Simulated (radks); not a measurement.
The antimony anion Sb3-, [Xe], held by a Watson sphere: a shell of charge +3.79 at radius R that stands for the Madelung well of a crystal (potential energy -3.79/R inside, -3.79/r outside, in hartree with lengths in bohr). Method: scalar-relativistic Kohn-Sham, LDA (Slater exchange, Perdew-Wang correlation), spin-polarised, spherical densities, finite nucleus; Fermi nuclear charge, rms radius of each element as measured or else 0.836 A^(1/3) + 0.57 fm; computed with a radial shooting solver on a logarithmic mesh with Libxc functionals. Response by self-consistent Sternheimer equations with the Hartree and adiabatic LDA kernel, the relativistic mass of each level held fixed and spin-orbit coupling left out. The sphere does not respond.

| R (bohr) | e(4d) (eV) | e(5s) (eV) | e(5p) (eV) | <r> 5p (bohr) | sum of <r^2> (bohr^2) | X-ray form factor at sin(theta)/lambda = 0.2 1/angstrom | alpha (bohr^3) |
|---|---|---|---|---|---|---|---|
| 2.51 | -39.634 | -21.748 | -13.481 | 2.631 | 79.40 | 41.018 | 35.56 |
| 4.68 | -34.188 | -14.715 | -7.992 | 3.485 | 119.5 | 40.772 | 141.4 |
| 4.73 | -34.123 | -14.622 | -7.900 | 3.503 | 120.5 | 40.776 | 145.7 |
| 5.2 | -33.575 | -13.843 | -7.108 | 3.670 | 129.9 | 40.818 | 192.0 |

Estimate the row for R = 4.84 bohr.

Answer. e(4d) (eV) -33.986; e(5s) (eV) -14.424; e(5p) (eV) -7.703; <r> 5p (bohr) 3.543; sum of <r^2> (bohr^2) 122.7; X-ray form factor at sin(theta)/lambda = 0.2 1/angstrom 40.786; alpha (bohr^3) 155.5.
